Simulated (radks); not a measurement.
Question: Ionisation ladder of tin, from Sn XVI to Sn XXIII. Each ion is in the ground configuration listed by NIST, and IE = E(next ion) - E(this ion). All-electron calculation, scalar-relativistic Kohn-Sham, r2SCAN, spin-polarised, spherical densities, finite nucleus; open shells are filled with parallel spins first (spin-orbit coupling, left out, can overturn this in heavy ions); meta-GGA in the generalised Kohn-Sham scheme; Fermi nuclear charge, rms radius 4.6519 fm. Program: a radial shooting solver on a logarithmic mesh with Libxc functionals.

| species | configuration | IE, Delta-SCF (eV) | <r> HOMO (bohr) |
|---|---|---|---|
| Sn XVI | [Ar] 3d10 4s2 4p5 | ? | 0.782 |
| Sn XVII | [Ar] 3d10 4s2 4p4 | ? | 0.773 |
| Sn XVIII | [Ar] 3d10 4s2 4p3 | ? | 0.762 |
| Sn XIX | [Ar] 3d10 4s2 4p2 | 503.45 | 0.754 |
| Sn XX | [Ar] 3d10 4s2 4p1 | 531.06 | 0.746 |
| Sn XXI | [Ar] 3d10 4s2 | 610.09 | 0.716 |
| Sn XXII | [Ar] 3d10 4s1 | ? | 0.709 |
| Sn XXIII | [Ar] 3d10 | 1133.9 | 0.305 |

Estimate the withheld Delta-SCF values.

Answer: Sn XVI: 411.20 eV (NIST 407); Sn XVII: 437.39 eV (NIST 437); Sn XVIII: 475.22 eV (NIST 466); Sn XXII: 643.52 eV (NIST 642.4).
